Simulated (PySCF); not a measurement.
# Ionisation energy of I⁵²⁺ by level of theory

I⁵²⁺ 1s1 (2S) → I⁵³⁺ (bare nucleus), as a difference of total energies. All numbers are calculated (PySCF 2.14, the spin-free X2C one-electron Hamiltonian (Gaussian nucleus), in an even-tempered Gaussian basis (17 s from 110 bohr⁻², ratio 2.2; 7 p from 170 bohr⁻², ratio 2.4; 4 d from 500 bohr⁻², ratio 2.4; 3 f from 750 bohr⁻², ratio 2.4; 3 g from 1100 bohr⁻², ratio 2.4)). The calculations carry no spin-orbit coupling.

```csv
method,ionisation energy (eV)
UHF,39762.8
LDA,39697.3
PBE,39758.7
PBE0,39759.7
r2SCAN,39765.5
revPBE,39765.9
PW91,39760.3
```

For one electron Hartree-Fock is exact for this Hamiltonian up to the basis; QED and nuclear recoil make up the gap, and the density functionals add self-interaction.

For comparison: 39721.5 eV (theoretical estimate listed by NIST; NIST Atomic Spectra Database, ionization energies).
